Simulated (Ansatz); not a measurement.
Job for Ansatz (a quantum-chemistry and plane-wave program): R-PBE0/def2-TZVPPD on C2H3F (SMILES C=CF) with ghost functions. Files ending in .json are basis or fitting sets from the Basis Set Exchange.

Ansatz 0.2 input:
```yaml
crystal:
  periodic: [false, false, false]
  atoms:
    - {symbol: C, position_ang: [-0.24955979, -1.18999258, 2.87429276]}
    - {symbol: C, position_ang: [0.01430152, 0.06446900, 3.16313692]}
    - {symbol: F, position_ang: [0.17644974, 1.00684211, 2.18535131]}
    - {symbol: H, position_ang: [-0.35056166, -1.53519278, 1.85457866]}
    - {symbol: H, position_ang: [-0.36892289, -1.89694817, 3.68196242]}
    - {symbol: H, position_ang: [0.13382012, 0.50705597, 4.14103095]}
basis:
  gaussian:
    orbitals: def2-TZVPPD.json
    ghost_atoms:
      - {symbol: F, position_ang: [-0.09966557, -0.05492580, -0.30703798]}
      - {symbol: H, position_ang: [0.01984255, 0.44260732, 0.47216502]}
hamiltonian:
  xc: {name: PBE0}
scf: {lower_state_search: off}
```

It printed:

```
WARN ansatz: RAYON_NUM_THREADS=1 ignored (pool sized by the plan → 1); use --threads N
Functional definition: PBE0
these checks for a lower state are left out or cut short: stability, starts, cluster_reference, orbital_swaps, neighbouring_geometries, increment
integrals: 0.10 GiB planned
966 factors; their error is unknown
mean field: 1.03 GiB planned
mean field evaluation 1: about -4831.5237 eV, gradient 4.4e1 eV
mean field evaluation 2: about -4830.7893 eV, gradient 4.4e1 eV
mean field evaluation 4: about -4835.6433 eV, gradient 2.8e0 eV
mean field evaluation 8: about -4835.6604 eV, gradient 3.3e-2 eV
mean field evaluation 16: about -4835.6629 eV, gradient 3.9e-6 eV
mean field -4835.66288054 eV, -177.7073331300 hartree, gradient 3.9e-6 eV, S^2 0.000000; 0 other end points of the search recorded, 0 dependent functions left out
reference -4835.66290992 eV, -177.7073342096 hartree; 12, 12 occupied and 210, 210 virtual orbitals, 966 factors
Total energy: -4835.66290992 eV, -177.7073342096 hartree
Checks for a lower state left out: stability, starts, cluster_reference, orbital_swaps, neighbouring_geometries, increment
```

The calculation finished and met its thresholds.

Cost: around 4 core-seconds (rough).
